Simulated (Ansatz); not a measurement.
Basis-set extrapolation for B2H7NSi (PBE0-D4/def2-TZVP geometry, frozen core, the Gaussian-basis code of Ansatz). Multiplicity 1, RHF reference.

```
                      def2-TZVPP   def2-QZVPP
                 HF  -396.839455  -396.853545
    MP2 correlation    -0.575097    -0.612507
CCSD(T) correlation    -0.647583      not run
```

Energies in hartree. Use E(X) = E(∞) + A·exp(−7.88·√X) for Hartree–Fock and E(X) = E(∞) + B·X^(−2.97) for correlation, with X = 3 and 4, and add CCSD(T) minus MP2 of the smaller set to the MP2 limit.

**Question.** What is the CCSD(T) energy at the basis-set limit?

**Answer.** HF limit: -396.853545 + (-0.014090) × 0.13774 = -396.85549. MP2 limit: -0.612507 + (-0.037410) × 0.74074 = -0.64022. Higher-order term: -0.647583 − (-0.575097) = -0.07249. Total: -397.56820 hartree, 213.1 kJ/mol below CCSD(T)/def2-TZVPP.
